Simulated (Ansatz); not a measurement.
Basis sets compared for B5Cl3. Total charge 0; singlet. Geometry B3LYP-D4/def2-SVP. Ansatz on 4 threads of Arm Neoverse V1 on a shared host; times are rough, and most runs start from earlier orbitals.

```
atom   x (Å)   y (Å)   z (Å)
  B1   1.541   0.122  -0.034
  B2   0.938  -0.960   0.889
  B3  -0.171   0.014  -0.017
  B4  -0.489  -1.393   1.200
  B5   1.157   1.213  -1.015
 Cl6  -1.985  -2.041   1.696
 Cl7   0.766   2.438  -2.115
 Cl8  -1.757   0.607  -0.606
```

Another isomer (singlet) lies 0.52 eV lower at PBE0-D4/def2-TZVP; other spin states weren't run for this one.

Binding counts from free atoms (B doublet, Cl doublet) in the same basis, without a counterpoise term.

```json
{"level": "PBE-D4/def2-SVP", "functions": "124", "energy (Eh)": "-1503.5915", "HOMO (eV)": "-5.55", "LUMO (eV)": "-4.18", "binding per atom (eV)": "4.40", "wall time": "1.4 s"}
{"level": "PBE0-D4/def2-SVP", "functions": "124", "energy (Eh)": "-1503.7206", "HOMO (eV)": "-6.65", "LUMO (eV)": "-3.52", "binding per atom (eV)": "4.28", "wall time": "1.9 s"}
```

(1) Estimate the rows for PBE-D4/def2-TZVP (with forces), PBE0-D4/def2-TZVP.

Results:

(1) 
| level | functions | energy (Eh) | HOMO (eV) | LUMO (eV) | binding per atom (eV) | wall time |
| --- | --- | --- | --- | --- | --- | --- |
| PBE-D4/def2-TZVP (with forces) | 266 | -1504.1966 | -5.71 | -4.32 | 4.32 | 4.2 s |
| PBE0-D4/def2-TZVP | 266 | -1504.3199 | -6.73 | -3.60 | 4.21 | 7.5 s |
